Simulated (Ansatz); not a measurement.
Ansatz (a quantum-chemistry and plane-wave program) input (B3LYP-D3(BJ)/def2-TZVP):

Ansatz 0.2 input:
```yaml
crystal:
  periodic: [false, false, false]
  atoms:
    - {symbol: Ta, position_ang: [-0.00000000, -0.00000000, -0.13492245]}
    - {symbol: C, position_ang: [0.00000000, 0.00000000, 1.64155649]}
basis:
  gaussian:
    orbitals: def2-TZVP
hamiltonian:
  xc: b3lyp
  dispersion: d3bj
magnetization: {spin_polarized: true, initial_magnetization: 3}
phonons: {temperatures: {t_min: 298.15, t_max: 298.15, t_step: 100}}
```

Output:

```
Functional definition: B3LYP
integrals: 0.01 GiB planned
554 factors; their error is unknown
mean field: 0.20 GiB planned
mean field evaluation 1: about -2570.7649 eV, gradient 4.8e1 eV
mean field evaluation 2: about -2450.6187 eV, gradient 1.2e2 eV
mean field evaluation 4: about -2581.0194 eV, gradient 1.4e1 eV
mean field evaluation 8: about -2582.1013 eV, gradient 1.2e-1 eV
mean field evaluation 16: about -2582.1050 eV, gradient 8.2e-5 eV
mean field evaluation 32: about -2581.8788 eV, gradient 1.5e0 eV
mean field -2582.10496998 eV, -94.8906074330 hartree, gradient 1.8e-5 eV, S^2 3.763653; 3 other end points of the search recorded, 0 dependent functions left out
the calculation of the forces begins
reference -2582.10515062 eV, -94.8906140715 hartree; 11, 8 occupied and 60, 63 virtual orbitals, 554 factors
these checks for a lower state are left out or cut short: stability, starts, cluster_reference, orbital_swaps, neighbouring_geometries, increment
integrals: 0.01 GiB planned
554 factors; their error is unknown
mean field: 0.20 GiB planned
mean field -2582.10496998 eV, -94.8906074331 hartree, gradient 1.2e-6 eV, S^2 3.763653; 0 other end points of the search recorded, 0 dependent functions left out
the calculation of the forces begins
reference -2582.10515062 eV, -94.8906140715 hartree; 11, 8 occupied and 60, 63 virtual orbitals, 554 factors
these checks for a lower state are left out or cut short: stability, starts, cluster_reference, orbital_swaps, neighbouring_geometries, increment
integrals: 0.01 GiB planned
554 factors; their error is unknown
mean field: 0.20 GiB planned
mean field -2582.10496998 eV, -94.8906074331 hartree, gradient 1.2e-6 eV, S^2 3.763653; 0 other end points of the search recorded, 0 dependent functions left out
the calculation of the forces begins
reference -2582.10515062 eV, -94.8906140715 hartree; 11, 8 occupied and 60, 63 virtual orbitals, 554 factors
these checks for a lower state are left out or cut short: stability, starts, cluster_reference, orbital_swaps, neighbouring_geometries, increment
integrals: 0.01 GiB planned
554 factors; their error is unknown
mean field: 0.20 GiB planned
mean field -2582.10496998 eV, -94.8906074331 hartree, gradient 1.2e-6 eV, S^2 3.763653; 0 other end points of the search recorded, 0 dependent functions left out
the calculation of the forces begins
reference -2582.10515062 eV, -94.8906140715 hartree; 11, 8 occupied and 60, 63 virtual orbitals, 554 factors
these checks for a lower state are left out or cut short: stability, starts, cluster_reference, orbital_swaps, neighbouring_geometries, increment
integrals: 0.01 GiB planned
554 factors; their error is unknown
mean field: 0.20 GiB planned
mean field evaluation 64: about -2582.1020 eV, gradient 6.1e-4 eV
mean field -2582.10496998 eV, -94.8906074331 hartree, gradient 1.2e-6 eV, S^2 3.763653; 0 other end points of the search recorded, 0 dependent functions left out
the calculation of the forces begins
reference -2582.10515062 eV, -94.8906140715 hartree; 11, 8 occupied and 60, 63 virtual orbitals, 554 factors
these checks for a lower state are left out or cut short: stability, starts, cluster_reference, orbital_swaps, neighbouring_geometries, increment
integrals: 0.01 GiB planned
554 factors; their error is unknown
mean field: 0.20 GiB planned
mean field -2582.10484193 eV, -94.8906027275 hartree, gradient 1.1e-6 eV, S^2 3.763478; 0 other end points of the search recorded, 0 dependent functions left out
the calculation of the forces begins
reference -2582.10502257 eV, -94.8906093656 hartree; 11, 8 occupied and 60, 63 virtual orbitals, 554 factors
these checks for a lower state are left out or cut short: stability, starts, cluster_reference, orbital_swaps, neighbouring_geometries, increment
integrals: 0.01 GiB planned
554 factors; their error is unknown
mean field: 0.20 GiB planned
mean field -2582.10484589 eV, -94.8906028729 hartree, gradient 2.7e-6 eV, S^2 3.763833; 0 other end points of the search recorded, 0 dependent functions left out
the calculation of the forces begins
reference -2582.10502654 eV, -94.8906095117 hartree; 11, 8 occupied and 60, 63 virtual orbitals, 554 factors
these checks for a lower state are left out or cut short: stability, starts, cluster_reference, orbital_swaps, neighbouring_geometries, increment
integrals: 0.01 GiB planned
554 factors; their error is unknown
mean field: 0.20 GiB planned
mean field -2582.10496998 eV, -94.8906074331 hartree, gradient 1.2e-6 eV, S^2 3.763653; 0 other end points of the search recorded, 0 dependent functions left out
the calculation of the forces begins
reference -2582.10515062 eV, -94.8906140715 hartree; 11, 8 occupied and 60, 63 virtual orbitals, 554 factors
these checks for a lower state are left out or cut short: stability, starts, cluster_reference, orbital_swaps, neighbouring_geometries, increment
integrals: 0.01 GiB planned
554 factors; their error is unknown
mean field: 0.20 GiB planned
mean field evaluation 96: about -2582.1020 eV, gradient 6.1e-4 eV
mean field -2582.10496998 eV, -94.8906074331 hartree, gradient 1.2e-6 eV, S^2 3.763653; 0 other end points of the search recorded, 0 dependent functions left out
the calculation of the forces begins
reference -2582.10515062 eV, -94.8906140715 hartree; 11, 8 occupied and 60, 63 virtual orbitals, 554 factors
these checks for a lower state are left out or cut short: stability, starts, cluster_reference, orbital_swaps, neighbouring_geometries, increment
integrals: 0.01 GiB planned
554 factors; their error is unknown
mean field: 0.20 GiB planned
mean field -2582.10496998 eV, -94.8906074331 hartree, gradient 1.2e-6 eV, S^2 3.763653; 0 other end points of the search recorded, 0 dependent functions left out
the calculation of the forces begins
reference -2582.10515062 eV, -94.8906140715 hartree; 11, 8 occupied and 60, 63 virtual orbitals, 554 factors
these checks for a lower state are left out or cut short: stability, starts, cluster_reference, orbital_swaps, neighbouring_geometries, increment
integrals: 0.01 GiB planned
554 factors; their error is unknown
mean field: 0.20 GiB planned
mean field -2582.10496998 eV, -94.8906074331 hartree, gradient 1.2e-6 eV, S^2 3.763653; 0 other end points of the search recorded, 0 dependent functions left out
the calculation of the forces begins
reference -2582.10515062 eV, -94.8906140715 hartree; 11, 8 occupied and 60, 63 virtual orbitals, 554 factors
these checks for a lower state are left out or cut short: stability, starts, cluster_reference, orbital_swaps, neighbouring_geometries, increment
integrals: 0.01 GiB planned
554 factors; their error is unknown
mean field: 0.20 GiB planned
mean field -2582.10484589 eV, -94.8906028729 hartree, gradient 2.7e-6 eV, S^2 3.763833; 0 other end points of the search recorded, 0 dependent functions left out
the calculation of the forces begins
reference -2582.10502654 eV, -94.8906095117 hartree; 11, 8 occupied and 60, 63 virtual orbitals, 554 factors
these checks for a lower state are left out or cut short: stability, starts, cluster_reference, orbital_swaps, neighbouring_geometries, increment
integrals: 0.01 GiB planned
554 factors; their error is unknown
mean field: 0.20 GiB planned
mean field evaluation 128: about -2582.1019 eV, gradient 8.5e-4 eV
mean field -2582.10484193 eV, -94.8906027275 hartree, gradient 1.1e-6 eV, S^2 3.763478; 0 other end points of the search recorded, 0 dependent functions left out
the calculation of the forces begins
reference -2582.10502257 eV, -94.8906093656 hartree; 11, 8 occupied and 60, 63 virtual orbitals, 554 factors
Total energy: -2582.17957420 eV, -94.8933490876 hartree
Atom 0 at    -0.000000    -0.000000    -0.134922 Å, force    -0.000000     0.000000    -0.000018 eV/Å
Atom 1 at     0.000000     0.000000     1.641556 Å, force     0.000000    -0.000000     0.000018 eV/Å
Dipole moment:    -0.000000    -0.000000    -0.853119 e Å
Vibrations: 986.94 cm⁻¹, zero-point energy 0.061182 eV
```

The spin state was set by rule; other spins were not relaxed.
